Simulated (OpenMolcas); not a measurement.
Levels of Si2+ by method

```
Program             : OpenMolcas 26.06
Basis               : ANO-R2 [5s4p3d1f]
Scalar Hamiltonian  : X2C, finite nucleus
Active space        : 2 electrons in 4 orbitals (3s 3p)
State averaging     : 2S+1 = 3 even, 3 roots; 2S+1 = 1 even, 7 roots; 2S+1 = 3 odd, 3 roots; 2S+1 = 1 odd, 3 roots
Spin-orbit coupling : RASSI with atomic mean-field integrals over the reference wave functions, term energies averaged over their components
```

Methods on the same reference wave functions:
A. CASSCF
B. SS-CASPT2, IPEA 0.25 Eh, imaginary shift 0.1 Eh (closed shells correlated: 2s 2p)
C. MS-CASPT2, IPEA 0.25 Eh, imaginary shift 0.1 Eh (closed shells correlated: 2s 2p)

Energies in cm-1 above 3s2 1S0, the measured ground level; measured values from NIST levels in Kelleher and Podobedova, J. Phys. Chem. Ref. Data 37, 1285 (2008).

```json
{"Level": "3s2 1S0", "A": "0.0", "B": "0.0", "C": "0.0", "Measured": "0.0"}
{"Level": "3s 3p 3P* 0", "A": "51644", "B": "52051", "C": "52163", "Measured": "52725"}
{"Level": "3s 3p 3P* 1", "A": "51753", "B": "52161", "C": "52273", "Measured": "52853"}
{"Level": "3s 3p 3P* 2", "A": "51974", "B": "52381", "C": "52494", "Measured": "53115"}
{"Level": "3s 3p 1P* 1", "A": "92645", "B": "84586", "C": "84699", "Measured": "82884"}
{"Level": "3p2 3P0", "A": "129437", "B": "129160", "C": "129273", "Measured": "129708"}
{"Level": "3p2 3P1", "A": "129547", "B": "129272", "C": "129384", "Measured": "129842"}
{"Level": "3p2 3P2", "A": "129761", "B": "129450", "C": "129563", "Measured": "130101"}
{"Level": "3p2 1D2", "A": "140630", "B": "130112", "C": "130225", "Measured": "122215"}
{"Level": "3p2 1S0", "A": "165124", "B": "154292", "C": "154517", "Measured": "153444"}
```

Deviations, from unrounded energies. A percentage is the sum of absolute deviations over the sum of measured energies, with the sign that they share, or ± where signs differ.

| Against measurement | Levels | A | B | C |
| --- | --- | --- | --- | --- |
| mean absolute deviation (cm-1) | 9 | 4900 | 1600 | 1600 |
| other configurations (%) | 9 | ±4.9 | ±1.6 | ±1.6 |

B, C lie about equally close to measurement and A furthest from it. The largest miss of C in the table is 3p2 1D2, by +8000 cm-1. The ranking rests on the paired levels alone, and a cruder setting can come out closer through cancelling errors.

Between B and C the level of the table that moves most is 3p2 1S0, by 220 cm-1 (lowest in B, highest in C).

The lowest spin-free term lies below A's lowest term by 0.224 hartree in B, 0.224 hartree in C.

Over all roots computed the reference weight is 0.91 to 0.99 in B, 0.91 to 0.99 in C; the roots of lowest weight are the least certain, and an intruder state may touch them. The ¹D term of p² mixes with s d, which this space lacks. Some levels mix across a computed gap that differs much from the measured one, so their mixing is not that of the real levels (holds for B; C). Measured partners are found by configuration, term and J. A level has none where our copy of the source lacks it or the pairing is in doubt (some pairs that miss far off the trend of their configuration count as doubtful), and it then counts in no deviation. Only configurations of the active space appear.

* marks odd parity.
